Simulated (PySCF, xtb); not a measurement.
TaF5, SMILES [F][Ta]([F])([F])([F])[F], multiplicity 1.

Harmonic wavenumbers (cm⁻¹) from GFN2-xTB (xtb 6.7.1) at its own minimum, in rising order: 106, 106, 182, 182, 222, 260, 261, 417, 472, 472, 473, 519.

Task: What does PBE0-D3(BJ)/def2-SVP in PySCF give at its own minimum? (An estimate is asked for; the answer gives what the named calculation found.)

Result: 100, 100, 200, 200, 241, 280, 280, 676, 697, 731, 731, 746. Paired by order, the mean absolute difference is 111 cm⁻¹ and the zero-point energies are 5.2 and 7.1 kcal/mol.
